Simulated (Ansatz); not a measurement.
Ca2O⁺, relaxed as a quartet with UKS B3LYP-D4/def2-TZVP in Ansatz, starting from the B3LYP-D4/def2-TZVP geometry of the charge +1 doublet. Force threshold 0.02 eV/Å.

At B3LYP-D4/def2-TZVP a doublet of charge 1 lies 3.13 eV below the quartet, each at its own geometry. The structure comes from a short search, and lower isomers may exist.

Start:

Cartesian coordinates in Å:
```
Ca -1.2401 -0.1426 -1.5496
Ca 1.2386 0.1435 1.5506
O 0.0014 -0.0010 -0.0010
```

```tsv
step	energy (eV)	largest force component (eV/Å)	SCF passes
1	-38917.9293	2.915	123
2	-38918.6764	0.649	108
3	-38918.7320	0.009	172
```

Force components are those of the run's own axes.

End:

| atom | x (Å) | y (Å) | z (Å) |
| --- | --- | --- | --- |
| Ca1 | -1.391 | -0.160 | -1.739 |
| Ca2 | 1.391 | 0.161 | 1.740 |
| O3 | 0.001 | 0.000 | 0.000 |

By distances, no bond broke or formed. The bond that changes most is Ca2–O3, from 1.99 to 2.23 Å (atoms count from 1).

No frequencies were taken in this run, so the end may be a saddle point.

It took 44 s on 4 threads of Arm Neoverse V1 on a shared host.
